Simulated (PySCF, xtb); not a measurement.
hydronium (H₃O), SMILES [OH3+], charge +1.

xtb 6.7.1 with GFN2-xTB at its own geometry gives an orbital gap of 13.84 eV.

The structure is a stationary point at B3LYP-D3(BJ)/def2-TZVPD.

Question: What does B3LYP/def2-TZVPD (PySCF) give? (An estimate is asked for; the answer gives what the named calculation found.)

Answer: gap 12.67 eV (levels -20.36 and -7.70 eV).
